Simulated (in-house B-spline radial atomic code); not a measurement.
Configurations of the arsenic ion As²⁺, with energies counted from [Ar] 3d10 4s2 4p1. Computed with an all-electron radial atomic-structure program (B-spline basis): scalar-relativistic (X2C) LDA PW92, spin-polarised, spherical fractional occupations, Fermi nucleus of rms radius 4.0968 fm. Shells without spins written out take the highest spin.

Occupations are held fixed; configurations that lie above the ionisation limit could autoionise.

```csv
configuration,E - E(ref) (eV),highest orbital,its <r> (bohr)
[Ar] 3d10 4s1 4p2,8.8293,4p up,2.09
"[Ar] 3d10 4s(0 up, 1 down) 4p(1 up, 0 down) 5s(0 up, 1 down)",24.255,5s down,4.074
[Ar] 3d10 4s1 4p1 5p1,25.889,5p up,4.695
[Ar] 3d10 4s1 4p1 5f1,33.143,5f up,9.378
"[Ar] 3d(4 up, 5 down) 4s2 4p(2 up, 0 down)",43.037,4p up,2.012
[Ar] 3d9 4s2 4p1 4f1,65.78,4f up,5.279
[Ne] 3s2 3p5 3d10 4s2 4p1 5d1,158.41,5d up,6.278
```

Q: Order these further configurations by energy, lowest first.
A. [Ar] 3d9 4s2 4p1 4d1
B. [Ar] 3d10 4s2 5p(1 up, 0 down)
C. [Ne] 3s2 3p5 3d10 4s2 4p1 5s1
D. [Ar] 3d10 4s2 5f1
E. [Ne] 3s2 3p(3 up, 2 down) 3d10 4s2 4p(0 up, 1 down) 5s(0 up, 1 down)

A: B (15.825 eV), D (22.925 eV), A (57.614 eV), C (150.95 eV), E (151.11 eV).

Q: How far above the reference does [Ar] 3d10 4s1 4p1 4f1 lie?

A: 30.344 eV; its least bound orbital is 4f up with <r> = 5.309 bohr.

Q: How far above the reference does [Ar] 3d10 4s1 4p1 5s1 lie?

A: 22.8 eV; its least bound orbital is 5s up with <r> = 4.031 bohr.
